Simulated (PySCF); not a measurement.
PySCF input (M06-2X/6-311+G**):

```python
from pyscf import gto, dft

mol = gto.M(
    atom='''
    C     2.72372400   -0.01097400    0.11448600
    Si    0.97319100    0.45356700    0.45845100
    C    -0.24511000   -0.57988200   -0.54045600
    Si   -2.05266200   -0.16827100   -0.24740700
    H     3.30524500    0.44076300   -0.68172300
    H     3.24371500   -0.78778700    0.66435300
    H     0.76649200    1.88362500    0.11959900
    H     0.68506000    0.25767200    1.90109400
    H    -0.02161000   -0.45246900   -1.60396100
    H    -0.08089400   -1.63618000   -0.30701500
    H    -2.40163700   -0.37323000    1.17892300
    H    -2.32046600    1.24749200   -0.59684100
    H    -2.93499500   -1.02889000   -1.07321700
    ''',
    basis='6-311+g**',
    charge=0,
    spin=1,
    verbose=4,
)

mf = dft.UKS(mol, xc='m062x').density_fit(auxbasis='def2-universal-jkfit')
mf.grids.level = 4
mf.conv_tol = 1e-9
mf.max_cycle = 100
mf.max_memory = 1500
mf.kernel()
if not mf.converged:
    mf = mf.newton()
    mf.kernel(mf.make_rdm1())
mo, _, stable, _ = mf.stability(return_status=True)
if not stable:
    mf.kernel(mf.make_rdm1(mo, mf.mo_occ))
    stable = mf.stability(return_status=True)[2]
mf.dip_moment()
```

Output:

```
PySCF version 2.14.0

[INPUT] verbose = 4
[INPUT] num. atoms = 13
[INPUT] num. electrons = 49
[INPUT] charge = 0
[INPUT] spin (= nelec alpha-beta = 2S) = 1
[INPUT] symmetry False subgroup None
[INPUT] Mole.unit = angstrom
[INPUT] Symbol           X                Y                Z      unit          X                Y                Z       unit  Magmom
[INPUT]  1 C      2.723724000000  -0.010974000000   0.114486000000 AA    5.147092398905  -0.020737854491   0.216347185097 Bohr   0.0
[INPUT]  2 Si     0.973191000000   0.453567000000   0.458451000000 AA    1.839064456892   0.857117409141   0.866346831533 Bohr   0.0
[INPUT]  3 C     -0.245110000000  -0.579882000000  -0.540456000000 AA   -0.463190770392  -1.095818164565  -1.021313822378 Bohr   0.0
[INPUT]  4 Si    -2.052662000000  -0.168271000000  -0.247407000000 AA   -3.878969006302  -0.317986104707  -0.467531471300 Bohr   0.0
[INPUT]  5 H      3.305245000000   0.440763000000  -0.681723000000 AA    6.246007824588   0.832921355842  -1.288269762817 Bohr   0.0
[INPUT]  6 H      3.243715000000  -0.787787000000   0.664353000000 AA    6.129732976144  -1.488701674493   1.255445220033 Bohr   0.0
[INPUT]  7 H      0.766492000000   1.883625000000   0.119599000000 AA    1.448459956670   3.559535371384   0.226009354772 Bohr   0.0
[INPUT]  8 H      0.685060000000   0.257672000000   1.901094000000 AA    1.294575778895   0.486929509969   3.592546997054 Bohr   0.0
[INPUT]  9 H     -0.021610000000  -0.452469000000  -1.603961000000 AA   -0.040836981552  -0.855042489856  -3.031047004484 Bohr   0.0
[INPUT] 10 H     -0.080894000000  -1.636180000000  -0.307015000000 AA   -0.152867505121  -3.091932090491  -0.580174266133 Bohr   0.0
[INPUT] 11 H     -2.401637000000  -0.373230000000   1.178923000000 AA   -4.538436180622  -0.705302481471   2.227841591951 Bohr   0.0
[INPUT] 12 H     -2.320466000000   1.247492000000  -0.596841000000 AA   -4.385045221365   2.357418222586  -1.127866029912 Bohr   0.0
[INPUT] 13 H     -2.934995000000  -1.028890000000  -1.073217000000 AA   -5.546336726968  -1.944320312304  -2.028086202227 Bohr   0.0

nuclear repulsion = 205.868681110461
number of shells = 84
number of NR pGTOs = 240
number of NR cGTOs = 158
basis = 6-311+g**
ecp = {}

******** <class 'pyscf.df.df_jk.DFUKS'> ********
method = DFUKS
initial guess = minao
damping factor = 0
level_shift factor = 0
DIIS = <class 'pyscf.scf.diis.CDIIS'>
diis_start_cycle = 1
diis_space = 8
diis_damp = 0
SCF conv_tol = 1e-09
SCF conv_tol_grad = None
SCF max_cycles = 100
direct_scf = False
number electrons alpha = 25  beta = 24
XC library pyscf.dft.libxc version 7.1.2
    S. Lehtola, C. Steigemann, M. J. T. Oliveira, and M. A. L. Marques,  SoftwareX 7, 1–5 (2018)
XC functionals = m062x
    Y. Zhao and D. G. Truhlar,  Theor. Chem. Acc. 120, 215 (2008)
    Y. Zhao and D. G. Truhlar,  Theor. Chem. Acc. 120, 215 (2008)
radial grids:
    Treutler-Ahlrichs [JCP 102, 346 (1995); DOI:10.1063/1.469408] (M4) radial grids

becke partition: Becke, JCP 88, 2547 (1988); DOI:10.1063/1.454033
pruning grids: <function nwchem_prune>
grids dens level: 4
symmetrized grids: False
atomic radii adjust function: <function treutler_atomic_radii_adjust>
small_rho_cutoff = 0
Set gradient conv threshold to 3.16228e-05
tot grids = 256424
******** <class 'pyscf.df.df.DF'> ********
auxbasis = def2-universal-jkfit
init E= -660.450362548291
  alpha nocc = 25  HOMO = -0.20326753687408  LUMO = -0.0119273755572364
  beta  nocc = 24  HOMO = -0.348106995173489  LUMO = -0.20326753687408

WARN: HOMO -0.20326753687408 >= LUMO -0.20326753687408

cycle= 1 E= -660.468786345766  delta_E= -0.0184  |g|= 0.212  |ddm|= 1.83
  alpha nocc = 25  HOMO = -0.263981587453871  LUMO = 0.00406274303079632
  beta  nocc = 24  HOMO = -0.337157034854634  LUMO = -0.0598420148922165
  HOMO = -0.263981587454  LUMO = -0.0598420148922  gap/eV = 5.55492
cycle= 2 E= -660.483169058233  delta_E= -0.0144  |g|= 0.149  |ddm|= 0.285
  alpha nocc = 25  HOMO = -0.287887978473041  LUMO = 0.00126393774835491
  beta  nocc = 24  HOMO = -0.366464201298029  LUMO = -0.0712062625267078
  HOMO = -0.287887978473  LUMO = -0.0712062625267  gap/eV = 5.89621
cycle= 3 E= -660.493579199781  delta_E= -0.0104  |g|= 0.0387  |ddm|= 0.13
  alpha nocc = 25  HOMO = -0.287789311708778  LUMO = 0.00258724411196638
  beta  nocc = 24  HOMO = -0.358219895985295  LUMO = -0.0662185942108283
  HOMO = -0.287789311709  LUMO = -0.0662185942108  gap/eV = 6.02925
cycle= 4 E= -660.49452646482  delta_E= -0.000947  |g|= 0.0119  |ddm|= 0.0477
  alpha nocc = 25  HOMO = -0.287224187169652  LUMO = 0.00270712275950774
  beta  nocc = 24  HOMO = -0.360290252355076  LUMO = -0.0634946843544783
  HOMO = -0.28722418717  LUMO = -0.0634946843545  gap/eV = 6.08799
cycle= 5 E= -660.494625988035  delta_E= -9.95e-05  |g|= 0.00378  |ddm|= 0.0149
  alpha nocc = 25  HOMO = -0.288999995281791  LUMO = 0.00260850353845414
  beta  nocc = 24  HOMO = -0.360594649295945  LUMO = -0.0640178378161605
  HOMO = -0.288999995282  LUMO = -0.0640178378162  gap/eV = 6.12208
cycle= 6 E= -660.494641143003  delta_E= -1.52e-05  |g|= 0.0017  |ddm|= 0.00738
  alpha nocc = 25  HOMO = -0.288815945752118  LUMO = 0.00270372115066531
  beta  nocc = 24  HOMO = -0.360463682129867  LUMO = -0.0634888790593298
  HOMO = -0.288815945752  LUMO = -0.0634888790593  gap/eV = 6.13146
cycle= 7 E= -660.494644083225  delta_E= -2.94e-06  |g|= 0.000323  |ddm|= 0.003
  alpha nocc = 25  HOMO = -0.288914513832949  LUMO = 0.00271763524396906
  beta  nocc = 24  HOMO = -0.360475762524114  LUMO = -0.0634777183559003
  HOMO = -0.288914513833  LUMO = -0.0634777183559  gap/eV = 6.13445
cycle= 8 E= -660.494644239502  delta_E= -1.56e-07  |g|= 8.88e-05  |ddm|= 0.000838
  alpha nocc = 25  HOMO = -0.28891228487605  LUMO = 0.00271611886105072
  beta  nocc = 24  HOMO = -0.360466319761878  LUMO = -0.0634702224991268
  HOMO = -0.288912284876  LUMO = -0.0634702224991  gap/eV = 6.13459
cycle= 9 E= -660.49464424828  delta_E= -8.78e-09  |g|= 2.64e-05  |ddm|= 0.000175
  alpha nocc = 25  HOMO = -0.288914381042731  LUMO = 0.00271496881607414
  beta  nocc = 24  HOMO = -0.36046893157847  LUMO = -0.0634729371973761
  HOMO = -0.288914381043  LUMO = -0.0634729371974  gap/eV = 6.13457
cycle= 10 E= -660.494644249337  delta_E= -1.06e-09  |g|= 8.78e-06  |ddm|= 6.74e-05
  alpha nocc = 25  HOMO = -0.288912647922885  LUMO = 0.0027149780074267
  beta  nocc = 24  HOMO = -0.360467445261095  LUMO = -0.0634727017409245
  HOMO = -0.288912647923  LUMO = -0.0634727017409  gap/eV = 6.13453
cycle= 11 E= -660.494644249498  delta_E= -1.6e-10  |g|= 3.56e-06  |ddm|= 2.32e-05
  alpha nocc = 25  HOMO = -0.288912688251401  LUMO = 0.00271493166588233
  beta  nocc = 24  HOMO = -0.360467361099431  LUMO = -0.0634729612802212
  HOMO = -0.288912688251  LUMO = -0.0634729612802  gap/eV = 6.13453
Extra cycle  E= -660.494644249527  delta_E= -2.89e-11  |g|= 2.02e-06  |ddm|= 7.7e-06
converged SCF energy = -660.494644249527  <S^2> = 0.75493882  2S+1 = 2.0049327
uhf_internal: lowest eigs of H = [0.31457258 0.4070623  0.40994601]
<class 'pyscf.df.df_jk.DFUKS'> wavefunction is stable in the internal stability analysis
Dipole moment(X, Y, Z, Debye):  0.78074, -0.62939, -0.53864
```

The geometry given is a B3LYP-D3(BJ)/def2-TZVP minimum.
